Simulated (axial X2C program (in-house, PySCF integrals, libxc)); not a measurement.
## Correcting the dissociation energy of KSn for spin–orbit coupling

A spin-free CCSD(T) curve (one-electron X2C) was computed with an axial X2C code built on PySCF integrals, basis Sn dyall-cv3z [11s12p9d4f1g], K dyall-cv3z [11s12p6d3f] (cores contracted in-house), for the state M_S = 3/2, Λ = 0 (beyond evenly filled blocks: σα, π+α, π-α). It gives D0 = 1.324 eV to Sn + K, which in a spin-free picture are the weighted means of the ground terms.

Correlated methods: 13 electrons correlated (number of frozen shells: Sn 4 s, 3 p, 2 d; K 2 s, 1 p), 299 virtual spin orbitals or spinors in MP2, 90 natural virtuals in coupled cluster.

Measured levels of the ground terms (NIST Handbook of Basic Atomic Spectroscopic Data), in cm⁻¹: Sn 3P: J = 0 at 0, J = 1 at 1691.8, J = 2 at 3427.7; K 2S: J = 1/2 at 0.

The molecular state has Λ = 0, so it has no first-order lowering.

Question: How far does each ground level lie under the (2J+1)-weighted mean of its term?

Answer: Sn: (1 × 0 + 3 × 1691.8 + 5 × 3427.7)/9 = 2468 cm⁻¹; K: a single level, 0.

Question: Correct D0.

Answer: D0 = 1.324 + (0 − 2468)/8065.5 = 1.018 eV at CCSD(T) with these spin–orbit terms.

Second-order spin–orbit effects in the molecule, which grow quickly with Z, are left out. One determinant describes the state; a PBE0 search over occupations chose it and may have missed a lower one. De is counted from the lowest determinant-based energies of the atoms at the same level, without counterpoise correction. CCSD and (T) use frozen natural virtuals with an MP2 correction for the truncation; (T) itself is uncorrected, so its De runs slightly low. Other states lie close and PBE0, whose exact exchange favours high spin, may order them wrongly; the determinant shown need not be the ground state. The nearest other spin-free determinant of the search, M_S = 1/2, Λ = 0, lies 0.46 eV up at the distance of the search. With the outer-core shells frozen, correlated bond lengths of heavy atoms tend to come out a few hundredths of an ångström too long.
